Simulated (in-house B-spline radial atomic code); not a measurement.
Radial electron density of S³⁺, [Ne] 3s2 3p1. Method: Dirac-Hartree-Fock, average of configuration, Fermi nucleus of rms radius 3.2611 fm, inside a hard spherical wall at 5.14 bohr. Calculated with an all-electron radial atomic-structure program (B-spline basis).

Columns: r (bohr), 4πr²n(r) (electrons per bohr), bar.

```
 0.00362   0.4095 #
 0.00432   0.5689 #
 0.00515   0.7854 ##
 0.00615    1.082 ###
 0.00734     1.48 ####
 0.00876     2.01 #####
  0.0105    2.725 #######
  0.0125    3.615 #########
  0.0149    4.747 ###########
  0.0178    6.162 ###############
  0.0212    7.826 ###################
  0.0254    9.807 #######################
  0.0303    11.92 #############################
  0.0361    14.06 ##################################
  0.0431    16.04 ######################################
  0.0515    17.58 ##########################################
  0.0615    18.37 ############################################
  0.0734    18.22 ############################################
  0.0876     17.1 #########################################
   0.105    15.26 #####################################
   0.125    13.37 ################################
   0.149     12.1 #############################
   0.178    12.04 #############################
   0.212    13.33 ################################
   0.253    15.43 #####################################
   0.302    17.24 #########################################
   0.361    17.59 ##########################################
   0.431    15.85 ######################################
   0.514    12.39 ##############################
   0.614     8.28 ####################
   0.733    4.905 ############
   0.875    3.012 #######
    1.04    2.451 ######
    1.25    2.454 ######
    1.49    2.306 ######
    1.78    1.765 ####
    2.12    1.058 ###
    2.53   0.4751 #
    3.02   0.1538 
    3.61   0.0333 
    4.31 0.004078 
    5.09 9.497e-06
```

On this grid the curve has 3 maxima, near 0.0615, 0.361, 1.25 bohr.

The 3s1/2 radial function P(r) = rR(r), positive near the nucleus, with its small component Q(r) (sign convention: Q ≈ (P' + κP/r)/2c):

```csv
r (bohr),P,Q
0.00125,0.0143,-0.0008406
0.00178,0.02014,-0.001187
0.00254,0.02832,-0.001673
0.00362,0.03957,-0.002347
0.00515,0.05477,-0.003266
0.00734,0.07513,-0.004516
0.0105,0.1017,-0.00619
0.0149,0.1338,-0.008283
0.0212,0.1703,-0.01084
0.0303,0.2065,-0.01374
0.0431,0.2299,-0.01651
0.0615,0.2219,-0.01844
0.0876,0.157,-0.01841
0.125,0.01476,-0.01527
0.178,-0.1907,-0.008728
0.253,-0.382,-0.0002733
0.361,-0.4194,0.006845
0.514,-0.1755,0.009135
0.733,0.3177,0.006043
1.04,0.7814,0.0005489
1.49,0.8822,-0.003151
2.12,0.5714,-0.002991
3.02,0.1984,-0.001208
4.31,0.02785,-0.0002072
```
